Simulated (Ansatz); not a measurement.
Computed with Ansatz on PBE0-D4/def2-TZVP structures; ΔE is electronic, products minus reactants. CBS: MP2 limit from def2 TZ/QZ plus the TZ coupled-cluster correction, frozen cores. Functionals use def2-TZVPP. One conformer a species, not always the lowest.

Consider the isomerisation: `C=N[SiH](O)[SiH3]` → `N[C@H]1O[Si@@H]1[SiH3]`.

`C=N[SiH](O)[SiH3]`:

Z-matrix (Å, degrees):
```
Si
N 1 1.733
Si 1 2.339 2 106.4
O 1 1.655 2 115.2 3 -118.8
H 1 1.489 2 105.3 3 120.4
C 2 1.258 1 127.2 3 113.6
H 3 1.488 1 109.8 2 -62.2
H 3 1.488 1 110.4 2 177.9
H 3 1.487 1 110.3 2 57.7
H 4 0.958 1 117.8 2 -88.5
H 6 1.100 2 124.0 1 1.9
H 6 1.096 2 120.3 1 -178.0
```

`N[C@H]1O[Si@@H]1[SiH3]`:

Z-matrix (Å, degrees):
```
C
O 1 1.498
Si 1 1.821 2 59.4
N 1 1.401 2 117.8 3 117.0
H 1 1.088 2 109.3 3 -113.7
Si 3 2.333 1 124.1 2 -100.4
H 3 1.489 1 117.6 2 101.2
H 4 1.013 1 112.4 2 68.2
H 4 1.010 1 113.6 2 -56.4
H 6 1.485 3 109.3 1 13.5
H 6 1.487 3 110.4 1 133.9
H 6 1.488 3 109.3 1 -106.4
```

Question: Is it downhill or uphill in electronic energy at CCSD(T)/CBS, and by how much? (An estimate is asked.)

Answer: Computed: Uphill: ΔE = +38.1 kcal/mol.

Question: What do these levels give: CAM-B3LYP-D4, r2SCANh, r2SCAN0, RPA@PBE/def2-TZVPP, HF/def2-SVP, CCSD/def2-SVP? (Estimate.)

Answer: Ansatz gave: CAM-B3LYP-D4 38.4, r2SCANh 34.5, r2SCAN0 35.2, RPA@PBE/def2-TZVPP 37.6, HF/def2-SVP 45.9, CCSD/def2-SVP 38.4 kcal/mol.

Largest T1 diagnostic among the species: 0.015.

Leaving LDA and LC-ωPBE aside and taking each functional with its dispersion term where it has one, the values, not all of them listed here, spread over 10.7 kcal/mol, from PBE-D4 to BHLYP-D4. LDA lies −4.5 kcal/mol from PBE without D4. From r2SCAN to r2SCAN0 (25 % exact exchange), in def2-TZVPP and without D4, ΔE moves by +1.2 kcal/mol.
